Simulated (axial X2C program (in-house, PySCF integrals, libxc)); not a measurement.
**Nuclear properties of STiS⁺**

Computed with an in-house all-electron X2C program for linear molecules (integrals from PySCF): two-component X2C with atomic mean-field Coulomb and Gaunt terms, Gaussian nuclei, basis S dyall-av3z, Ti dyall-v3z with contracted cores.

S–Ti–S held linear, with bonds 2.077 and 2.077 Å (near the PBE0 minimum at charge 1 of the determinant lowest at the starting distance; the state shown can have its own minimum elsewhere, held linear; other orders of the atoms were not compared).

Determinant lowest in the PBE0 search, Ω = 1/2 (⟨Sz⟩ = 0.50, ⟨Lz⟩ = 0.00 at PBE0), spin on the atoms S 0.28, Ti -0.06, S 0.28:

```
level  A∥/gI S (MHz)  qzz S (a.u.)  A∥/gI Ti (MHz)  qzz Ti (a.u.)
 PBE0            206          0.90             358          -2.31
   HF            531         -2.40            17.5          -3.96
B3LYP            220          0.85             331          -2.42
```

Determinant 0.23 eV from it at PBE0 and this distance, Ω = 3/2 (⟨Sz⟩ = 0.50, ⟨Lz⟩ = 1.00 at PBE0), spin on the atoms S 0.37, Ti -0.24, S 0.37:

```csv
level,A∥/gI S (MHz),qzz S (a.u.),A∥/gI Ti (MHz),qzz Ti (a.u.)
PBE0,113,-2.48,23.8,-4.26
HF,141,-2.82,-30.9,-4.13
B3LYP,118,-2.56,25.6,-4.36
```

A∥ (defined per Ω) follows by multiplying with gI = μI/(I μN); qzz is the electric field gradient, eQq0 = 234.96 MHz × Q/barn × qzz. The operators were transformed with the bare-nucleus X2C matrices; with these basis sets, hyperfine constants and field gradients can be off by tens of per cent, and where levels differ in sign neither size nor sign is settled.

With Q(47Ti) = 0.302 barn (Q from Pyykkö, Mol. Phys. 2018), turn the PBE0 values of the first state into constants in MHz.

eQq0(47Ti) = 234.96 × (0.302) × (-2.31) = -164 MHz.

The molecule was held linear; bending was not examined, so a bent shape may lie lower.

Each state is one determinant with collinear spin. Unrestricted Hartree–Fock can overshoot spin polarisation at the nuclei. At HF a later determinant lies lower. States lie within half an eV, so the first need not be the ground state. Where a field gradient or hyperfine factor spreads by more than a factor of two over the levels, a constant derived from it is not to be relied on. PBE0 term energies can be off by some tenths of an eV.
